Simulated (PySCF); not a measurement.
Dipole response of Ge⁺ (germanium, charge +1)

[Ar] 3d10 4s2 4p1, 2P determinant. All numbers are calculated (PySCF 2.14, the spin-free X2C one-electron Hamiltonian (Gaussian nucleus), in x2c-QZVPPall with one added diffuse shell each of s, p, d, f type (12s9p6d5f1g, 113 functions)). Coupled (time-dependent) response in atomic units; α is the mean over directions.

```json
{"method": "M06-2X", "mean α (bohr³)": "18.20", "α xx, yy, zz": "17.21, 20.18, 17.21", "C₆ (like pair)": "101.8", "S(−4)": "130.2"}
```

S(−4) is the Cauchy moment in α(ω) = α(0) + S(−4) ω² + …

Spin-orbit coupling is absent.

α(iu) at M06-2X:

```tsv
u (hartree)	α(iu) (bohr³)
0	18.20
0.0500	17.88
0.100	17.00
0.200	14.28
0.300	11.40
0.500	7.184
0.750	4.409
1.00	3.012
1.50	1.744
2.00	1.193
3.00	0.7057
5.00	0.3633
```

For an ion, C₆ is the dispersion term alone; charge-induced terms of lower order in 1/R come first.

The components differ because the open shell of this determinant is not spherical; for a pure term their mean is the scalar polarisability.
